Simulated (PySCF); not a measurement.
# Electronic absorption of C4H8GeS

C4H8GeS.
SMILES: `CC#[C][GeH2][S]C`

Method: PySCF 2.14.0, density-fitted response routines, TDDFT B3LYP/def2-SVPD, vertical, gas phase, core orbitals frozen in the response. Isolated species at its PBE0-D3(BJ)/def2-SVP geometry (one conformer only). The B3LYP/def2-SVPD calculation is non-relativistic and has no spin–orbit coupling, an omission that weighs most on germanium. Torsions of this conformer, `[CH3:1][C:2]#[C:3][GeH2:4][S:5][CH3:6]`: C3–Ge4–S5–C6 54°.

```json
{"state": "S1", "λ (nm)": "251.5", "E (eV)": "4.93", "f": "0.012", "main configurations (H = HOMO, L = LUMO)": "H→L (97%)"}
{"state": "S2", "λ (nm)": "219.4", "E (eV)": "5.65", "f": "0.0036", "main configurations (H = HOMO, L = LUMO)": "H→L+2 (52%), H→L+3 (25%)"}
{"state": "S3", "λ (nm)": "218.7", "E (eV)": "5.67", "f": "0.0038", "main configurations (H = HOMO, L = LUMO)": "H-2→L (45%), H-1→L (34%), H→L+3 (9%)"}
{"state": "S4", "λ (nm)": "214.0", "E (eV)": "5.79", "f": "0.0028", "main configurations (H = HOMO, L = LUMO)": "H→L+1 (68%), H→L+3 (28%)"}
{"state": "S5", "λ (nm)": "213.3", "E (eV)": "5.81", "f": "0.0027", "main configurations (H = HOMO, L = LUMO)": "H→L+2 (33%), H→L+3 (26%), H→L+1 (18%)"}
{"state": "S6", "λ (nm)": "207.6", "E (eV)": "5.97", "f": "0.042", "main configurations (H = HOMO, L = LUMO)": "H-1→L (33%), H-2→L (21%), H-2→L+2 (18%)"}
{"state": "S7", "λ (nm)": "200.9", "E (eV)": "6.17", "f": "0.0016", "main configurations (H = HOMO, L = LUMO)": "H-1→L+2 (51%), H-2→L+2 (30%)"}
{"state": "S8", "λ (nm)": "193.4", "E (eV)": "6.41", "f": "0.0067", "main configurations (H = HOMO, L = LUMO)": "H→L+4 (82%)"}
{"state": "S9", "λ (nm)": "188.1", "E (eV)": "6.59", "f": "0.024", "main configurations (H = HOMO, L = LUMO)": "H→L+5 (72%), H-1→L+1 (9%)"}
{"state": "S10", "λ (nm)": "186.0", "E (eV)": "6.67", "f": "0.0011", "main configurations (H = HOMO, L = LUMO)": "H-1→L+1 (81%)"}
```

Triplets (Tamm–Dancoff): T1 4.58 eV, H→L (92%); T2 4.90 eV, H-1→L (36%), H-2→L (20%), H-2→L+2 (10%); T3 5.25 eV, H-2→L (32%), H-1→L (24%), H-2→L+2 (9%); T4 5.26 eV, H→L+3 (36%), H→L+4 (16%), H→L+1 (15%).

The lowest singlet lies at 4.93 eV (252 nm, ultraviolet) and is weak; its leading configuration is HOMO→LUMO (97%). The strongest level in the table is S6 at 5.97 eV (208 nm, f = 0.042). Löwdin shares by element: HOMO sulfur 73%, carbon 11% or more, germanium 7%; LUMO carbon 30% or more, sulfur 25%, germanium 23% (atoms not listed hold the other 22%). The oscillator strengths of these states sum to 0.100; summed over the whole spectrum of an exact calculation they would give the number of electrons, 80 (Thomas–Reiche–Kuhn). The listed states span 1.74 eV, and the widest gap between neighbours is 0.72 eV (S1 to S2). Of the 10 states listed, 3 reach f = 0.01 and none stays under 0.0005. All these states lie below the vertical ionisation energy of 8.69 eV (ΔSCF). Singlets were solved by full linear response, triplets in the Tamm–Dancoff approximation.

On one thread, Arm Neoverse N1 (aarch64), no GPU (shared host), this took 5.5 min wall (with the writing of density and orbital grids) and 1.0 GiB of memory at its peak.
